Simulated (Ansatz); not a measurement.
Calculated with Ansatz (gas phase, PBE0-D4/def2-TZVP geometries, no zero-point term in ΔE). CCSD(T)/CBS is the MP2 limit (def2-TZVPP, def2-QZVPP) plus CCSD(T) − MP2 in def2-TZVPP, frozen cores. This one scheme is used for every species. One conformer a species, not always the lowest.

`C[SiH2]C=N` + `C[SiH](S)Cl` → `C[SiH2]S[SiH](C)Cl` + `C=N`  (ligand exchange at the Si–C bond)

```tsv
species	CCSD(T)/CBS(def2) energy (Eh)
`C[SiH2]C=N`	-424.07596
`C[SiH](S)Cl`	-1187.79090
`C[SiH2]S[SiH](C)Cl`	-1517.37511
`C=N`	-94.52360
```

Problem. Work out ΔE.

Solution. ΔE = (-1517.37511) + (-94.52360) − (-424.07596) − (-1187.79090) = -0.03185 Eh = -83.6 kJ/mol.

Largest T1 diagnostic among the species: 0.012.

The D4 term adds −13.2 kJ/mol with B3LYP and −7.7 kJ/mol with PBE0; it sums over pairs of atoms, weighted by their polarisabilities, and B3LYP, whose exchange is more repulsive, gets the larger term. In def2-TZVPP, CCSD(T) changes the Hartree–Fock value by −4.7 kJ/mol (the triples alone add −1.6 kJ/mol) and MP2 by −12.3 kJ/mol. From PBE to PBE0 (25 % exact exchange), in def2-TZVPP and without D4, ΔE moves by −4.7 kJ/mol.

B3LYP here is the variant with VWN-RPA as its local correlation; programs differ in this.
